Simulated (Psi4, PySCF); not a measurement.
PySCF was given this input:
```python
from pyscf import gto, scf, mp

mol = gto.Mole()
mol.atom = '''
    S    -0.005375   -0.048157    1.218419
    C     0.019862    1.307726   -0.163200
    C    -0.016961   -1.175655   -0.087082
    C     0.017210    0.812955   -1.371054
    C    -0.004057   -0.620932   -1.325629
    H     0.032994    2.305663    0.240934
    H    -0.033413   -2.229529    0.160926
    H    -0.009908   -1.250181   -2.214778
'''
mol.basis = '6-311g**'
mol.charge = -1
mol.spin = 0
mol.verbose = 3
mol.build()

mf = scf.RHF(mol)
mf.kernel()

pt = mp.MP2(mf, frozen=9)
pt.kernel()
print('E(MP2) = %.10f' % pt.e_tot)
```

### Question
Write the same job for Psi4.

### Answer
Several could match; the one computed here: 
```
memory 2 GB

molecule {
-1 1
  S    -0.00537468   -0.04815724    1.21841919
  C     0.01986202    1.30772605   -0.16320033
  C    -0.01696070   -1.17565525   -0.08708173
  C     0.01720962    0.81295480   -1.37105401
  C    -0.00405720   -0.62093181   -1.32562868
  H     0.03299419    2.30566269    0.24093354
  H    -0.03341327   -2.22952851    0.16092592
  H    -0.00990838   -1.25018105   -2.21477794
}

set basis 6-311g**
set freeze_core true
set mp2_type conv
set scf_type pk
set puream true
set d_convergence 1e-8

energy('mp2')
print_variables()
```

Both were run: PySCF gave -551.379658 Eh and Psi4 -551.379658 Eh, 0.000 mEh apart.
